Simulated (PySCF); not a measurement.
PySCF job for C2H7ClFNSi, SMILES CC[Si@](N)(F)Cl, PBE0-D3(BJ)/def2-SVP. Geometry optimised at PBE0-D3(BJ)/def2-SVP. The structure was generated by enumeration; whether it is a known compound was not checked. Other conformers were not sampled.

```python
import numpy as np
from pyscf import gto, scf, dft, df
from pyscf.hessian import thermo

mol = gto.M(
    atom='''
    C    -2.00736438   -0.71932448    1.31292334
    C    -1.32322543    0.57393271    0.87934483
    Si    0.33262434    0.32532188    0.08154287
    N     1.45549591   -0.41113798    1.13037435
    F     0.82778439    1.77271853   -0.47430657
    Cl    0.20457655   -0.88415820   -1.58538002
    H    -1.38700890   -1.27867785    2.02962873
    H    -2.18274004   -1.38081657    0.45085597
    H    -2.98035495   -0.52348335    1.78838824
    H    -1.17192916    1.25059254    1.74018821
    H    -1.94993536    1.13908713    0.16877475
    H     1.60654022   -0.05151547    2.06583053
    H     2.27589434   -0.88315377    0.76872313
    ''',
    basis='def2-SVP',
    charge=0,
    spin=0,
    max_memory=1600,
    verbose=3,
)
mf = dft.RKS(mol, xc='pbe0').density_fit(auxbasis='def2-universal-jkfit')
mf.disp = 'd3bj'
mf.grids.level = 3
mf.conv_tol = 1e-11
mf.max_cycle = 100
mf.kernel()

# [left out here: the lines that compute and print the analytic Hessian (its translational invariance restored by hand, since the grid's response is missing), thermochemistry and intensities]
```

Log of the run:

```
converged SCF energy = -983.948077805959

WARN: DFTD3 does not support analytical Hessian, using finite difference


WARN: Mole.unit (angstrom) is changed to Bohr

Mode                                 0                   1                   2
Irrep
Freq [cm^-1]                       67.7974            128.8090            146.4571
Reduced mass [au]                   2.4805              3.8850              1.7885
Force const [Dyne/A]                0.0067              0.0380              0.0226
Char temp [K]                      97.5453            185.3275            210.7191
Normal mode                   x     y     z       x     y     z       x     y     z
       0   C                -0.05 -0.02 -0.15    0.11 -0.08 -0.06    0.00 -0.01  0.02
       1   C                 0.04 -0.00  0.06   -0.02 -0.01 -0.04    0.03 -0.00  0.08
       2  Si                 0.02  0.01  0.02    0.01  0.03  0.00   -0.01 -0.01 -0.01
       3   N                 0.07  0.04 -0.02   -0.05  0.02  0.05   -0.07  0.02  0.07
       4   F                -0.01  0.01 -0.02    0.09 -0.01 -0.02    0.01 -0.04 -0.08
       5  Cl                -0.03 -0.02  0.04   -0.07  0.01  0.03    0.02  0.02 -0.03
       6   H                -0.09 -0.19 -0.25    0.14  0.00 -0.02    0.07 -0.14 -0.13
       7   H                -0.11  0.14 -0.26    0.24 -0.12 -0.06   -0.16  0.11 -0.03
       8   H                -0.03 -0.03 -0.11    0.06 -0.19 -0.11    0.09  0.00  0.19
       9   H                 0.09 -0.15  0.18   -0.12  0.02 -0.05    0.13 -0.09  0.13
      10   H                 0.08  0.16  0.16   -0.05 -0.09 -0.08    0.00  0.09  0.18
      11   H                 0.11  0.06 -0.03   -0.11  0.02  0.07   -0.39 -0.16  0.19
      12   H                 0.06  0.04 -0.04   -0.01  0.05  0.10    0.11  0.23  0.19
Mode                                 3                   4                   5
Irrep
Freq [cm^-1]                      176.2344            235.3269            270.0918
Reduced mass [au]                   1.6475              1.9243              2.4851
Force const [Dyne/A]                0.0301              0.0628              0.1068
Char temp [K]                     253.5620            338.5831            388.6020
Normal mode                   x     y     z       x     y     z       x     y     z
       0   C                -0.07  0.01  0.01   -0.04 -0.00  0.02    0.04  0.03 -0.02
       1   C                 0.01 -0.04 -0.01   -0.02 -0.04 -0.07    0.05  0.02 -0.03
       2  Si                 0.04 -0.03  0.03    0.01 -0.03 -0.02    0.03  0.01 -0.03
       3   N                 0.08  0.04  0.02    0.04  0.08  0.04   -0.01 -0.02 -0.03
       4   F                -0.01 -0.03 -0.02    0.05 -0.00  0.07   -0.05  0.09  0.09
       5  Cl                -0.03  0.03 -0.02   -0.03 -0.01 -0.03   -0.02 -0.06  0.00
       6   H                -0.26  0.14  0.27    0.10 -0.12 -0.19    0.04  0.02 -0.03
       7   H                 0.17 -0.13  0.07   -0.36  0.09  0.02    0.04  0.03 -0.02
       8   H                -0.20  0.07 -0.29    0.12  0.08  0.32    0.04  0.03 -0.02
       9   H                -0.07  0.03 -0.05   -0.02  0.01 -0.11    0.06  0.03 -0.04
      10   H                 0.08 -0.08 -0.11   -0.01 -0.08 -0.10    0.05  0.02 -0.03
      11   H                -0.16 -0.11  0.12    0.06  0.28 -0.04   -0.39 -0.35  0.16
      12   H                 0.25  0.30  0.07    0.12  0.19  0.07    0.14  0.16  0.09
Mode                                 6                   7                   8
Irrep
Freq [cm^-1]                      288.2951            298.9012            360.9044
Reduced mass [au]                   1.8595              3.2554              1.6624
Force const [Dyne/A]                0.0911              0.1714              0.1276
Char temp [K]                     414.7924            430.0522            519.2610
Normal mode                   x     y     z       x     y     z       x     y     z
       0   C                 0.01  0.00  0.00   -0.06 -0.04  0.04   -0.07 -0.04  0.04
       1   C                 0.04  0.01  0.08   -0.06 -0.03  0.04    0.01 -0.08  0.01
       2  Si                -0.02 -0.01 -0.04   -0.05  0.05 -0.02    0.04  0.03 -0.03
       3   N                -0.05  0.05  0.04    0.01  0.00 -0.11    0.01  0.07  0.00
       4   F                 0.03  0.02  0.06    0.11  0.01  0.01    0.04  0.04 -0.02
       5  Cl                -0.00 -0.04 -0.05    0.02 -0.02  0.03   -0.01 -0.01 -0.00
       6   H                -0.13  0.09  0.19   -0.08 -0.03  0.05   -0.14 -0.05  0.09
       7   H                 0.24 -0.07  0.01   -0.05 -0.04  0.04   -0.11 -0.07  0.07
       8   H                -0.12 -0.02 -0.24   -0.06 -0.02  0.02   -0.07  0.07  0.01
       9   H                 0.18 -0.11  0.14   -0.06 -0.04  0.05    0.03 -0.10  0.02
      10   H                -0.00  0.13  0.21   -0.09 -0.02  0.07   -0.01 -0.05  0.05
      11   H                 0.07  0.40 -0.11   -0.08 -0.17 -0.03   -0.11 -0.21  0.12
[...]
       1   C                -0.02  0.01  0.01    0.00 -0.08  0.00   -0.00  0.00  0.02
       2  Si                -0.00  0.00  0.00   -0.00 -0.00 -0.00    0.00 -0.00  0.00
       3   N                 0.00 -0.00 -0.00    0.00 -0.00  0.00   -0.00  0.00 -0.00
       4   F                 0.00 -0.00 -0.00    0.00  0.00 -0.00   -0.00 -0.00 -0.00
       5  Cl                -0.00 -0.00 -0.00   -0.00  0.00 -0.00   -0.00 -0.00 -0.00
       6   H                -0.37 -0.32  0.02   -0.11 -0.11  0.00    0.42 -0.06 -0.39
       7   H                -0.22 -0.31  0.32   -0.07 -0.10  0.10   -0.29 -0.21  0.25
       8   H                -0.03 -0.48  0.06    0.01 -0.10 -0.00   -0.28  0.09 -0.59
       9   H                 0.13 -0.13  0.08   -0.31  0.45 -0.34    0.05  0.05 -0.02
      10   H                 0.02 -0.15 -0.14    0.07  0.51  0.40   -0.02 -0.05  0.00
      11   H                 0.01  0.00 -0.00   -0.02  0.01  0.00   -0.00 -0.00  0.00
      12   H                 0.00 -0.00  0.01   -0.01 -0.00 -0.03   -0.00  0.00 -0.00
Mode                                24                  25                  26
Irrep
Freq [cm^-1]                     1478.3009           1532.9786           3055.2875
Reduced mass [au]                   1.0428              1.1291              1.0627
Force const [Dyne/A]                1.3427              1.5634              5.8450
Char temp [K]                    2126.9458           2205.6149           4395.8785
Normal mode                   x     y     z       x     y     z       x     y     z
       0   C                 0.04 -0.02 -0.00    0.00 -0.00 -0.00   -0.01 -0.00  0.01
       1   C                 0.03 -0.01 -0.01    0.00  0.00  0.00    0.02 -0.06 -0.02
       2  Si                -0.00  0.00  0.00   -0.00  0.01 -0.01   -0.00 -0.00  0.00
       3   N                -0.00 -0.00 -0.00    0.07 -0.02  0.05    0.00  0.00  0.00
       4   F                 0.00  0.00 -0.00   -0.00 -0.00  0.00    0.00  0.00 -0.00
       5  Cl                 0.00 -0.00 -0.00   -0.00  0.00  0.00    0.00  0.00  0.00
       6   H                 0.03  0.43  0.34    0.00  0.01  0.01   -0.05  0.04 -0.05
       7   H                -0.57  0.33 -0.15   -0.01  0.01 -0.00    0.01  0.03  0.04
       8   H                -0.13 -0.38 -0.16   -0.00 -0.01 -0.00    0.12 -0.03 -0.06
       9   H                -0.03  0.00 -0.00    0.02 -0.02  0.01    0.11  0.48  0.64
      10   H                -0.04 -0.03  0.04    0.01 -0.02 -0.02   -0.29  0.25 -0.34
      11   H                 0.01 -0.01 -0.00   -0.59  0.30  0.02    0.00 -0.00 -0.00
      12   H                 0.01  0.00  0.01   -0.27 -0.09 -0.60   -0.00  0.00  0.00
Mode                                27                  28                  29
Irrep
Freq [cm^-1]                     3058.1568           3113.6667           3151.5197
Reduced mass [au]                   1.0381              1.0996              1.1049
Force const [Dyne/A]                5.7202              6.2813              6.4655
Char temp [K]                    4400.0067           4479.8732           4534.3352
Normal mode                   x     y     z       x     y     z       x     y     z
       0   C                 0.02  0.04 -0.01    0.01 -0.00  0.01    0.07 -0.05 -0.03
       1   C                 0.00 -0.01 -0.00   -0.04  0.01 -0.07    0.00 -0.00  0.00
       2  Si                -0.00  0.00  0.00   -0.00  0.00 -0.00   -0.00 -0.00  0.00
       3   N                 0.00 -0.00 -0.00    0.00 -0.00  0.00   -0.00  0.00 -0.00
       4   F                 0.00  0.00 -0.00    0.00 -0.00  0.00   -0.00  0.00  0.00
       5  Cl                 0.00 -0.00 -0.00   -0.00  0.00  0.00    0.00  0.00 -0.00
       6   H                 0.32 -0.27  0.36   -0.08  0.07 -0.09   -0.21  0.18 -0.25
       7   H                -0.08 -0.32 -0.44   -0.02 -0.07 -0.10    0.08  0.25  0.33
       8   H                -0.50  0.11  0.24   -0.02  0.01  0.02   -0.67  0.14  0.33
       9   H                 0.02  0.08  0.10    0.05  0.30  0.38    0.00  0.02  0.03
      10   H                -0.05  0.04 -0.06    0.46 -0.40  0.50   -0.03  0.03 -0.03
      11   H                -0.00  0.00  0.00    0.00 -0.00 -0.00    0.00  0.00  0.00
      12   H                 0.00  0.00  0.00   -0.00  0.00  0.00    0.00 -0.00 -0.00
Mode                                30                  31                  32
Irrep
Freq [cm^-1]                     3155.4155           3618.7320           3721.9379
Reduced mass [au]                   1.1036              1.0501              1.0970
Force const [Dyne/A]                6.4742              8.1021              8.9536
Char temp [K]                    4539.9404           5206.5496           5355.0400
Normal mode                   x     y     z       x     y     z       x     y     z
       0   C                -0.04 -0.00 -0.08    0.00  0.00  0.00    0.00 -0.00  0.00
       1   C                -0.01  0.00 -0.02   -0.00 -0.00  0.00   -0.00  0.00  0.00
       2  Si                -0.00  0.00 -0.00   -0.00  0.00 -0.00    0.00 -0.00 -0.00
       3   N                 0.00 -0.00  0.00    0.05 -0.01  0.03    0.03 -0.04 -0.06
       4   F                 0.00 -0.00  0.00   -0.00  0.00 -0.00    0.00 -0.00 -0.00
       5  Cl                 0.00  0.00  0.00   -0.00 -0.00 -0.00   -0.00  0.00  0.00
       6   H                 0.38 -0.34  0.43    0.00  0.00 -0.00   -0.00  0.00 -0.00
       7   H                 0.10  0.39  0.51    0.00 -0.00 -0.00   -0.00 -0.00 -0.00
       8   H                 0.02 -0.01 -0.02   -0.00  0.00  0.00   -0.00  0.00 -0.00
       9   H                 0.02  0.07  0.09   -0.00 -0.00 -0.00    0.00 -0.00 -0.00
      10   H                 0.09 -0.08  0.10   -0.00  0.00 -0.00   -0.00  0.00 -0.00
      11   H                 0.00  0.00 -0.00   -0.09 -0.25 -0.66    0.10  0.22  0.60
      12   H                -0.00  0.00  0.00   -0.53  0.32  0.25   -0.56  0.33  0.24
temperature 298.1500 [K]
pressure 101325.00 [Pa]
Rotational constants [GHz] 2.36219 1.85618 1.50124
Symmetry number 1
Zero-point energy (ZPE) 0.09705 [Eh]   254792.146 [J/mol]
                           tot       elec      trans        rot        vib
Entropy [J/mol/K]       383.247      0.000    169.222    118.328     95.697
Cv [J/mol/K]            125.457      0.000     12.472     12.472    100.514
Cp [J/mol/K]            133.771      0.000     20.786     12.472    100.514
Internal energy [J/mol]                      3718.434   3718.434 270578.330
Internal energy [Eh]   -983.84219  -983.94808
Enthalpy [J/mol]                             6197.391   3718.434 270578.330
Enthalpy [Eh]          -983.84124
Gibbs free energy [J/mol]                  -44256.030 -31561.145 242046.274
Gibbs free energy [Eh] -983.88476
mode   freq/cm-1   IR/(km/mol)
   1       67.80         0.723
   2      128.81         0.527
   3      146.46         8.315
   4      176.23         4.208
   5      235.33         7.988
   6      270.09         3.339
   7      288.30        21.466
   8      298.90        29.417
   9      360.90        71.566
  10      385.68       100.879
  11      522.29        51.485
  12      678.92        31.686
  13      692.54        22.017
  14      827.97       144.360
  15      864.31       151.711
  16      934.31       120.824
  17      972.24        24.108
  18      987.09        40.977
  19     1066.50        15.850
  20     1244.23         4.118
  21     1273.16         9.418
  22     1394.05         2.001
  23     1423.15         9.008
  24     1472.66         7.431
  25     1478.30         7.914
  26     1532.98        72.312
  27     3055.29        13.203
  28     3058.16        20.147
  29     3113.67         1.921
  30     3151.52        15.344
  31     3155.42        12.918
  32     3618.73        47.878
  33     3721.94        50.094
max |gradient| / (hartree/bohr): 0.0001267398293652567
APT charges: [ 0.0454 -0.3159  1.9757 -0.8868 -0.7024 -0.5423  0.0062  0.0143 -0.0199
 -0.0056  0.0099  0.2096  0.2117]
```

The run converged.
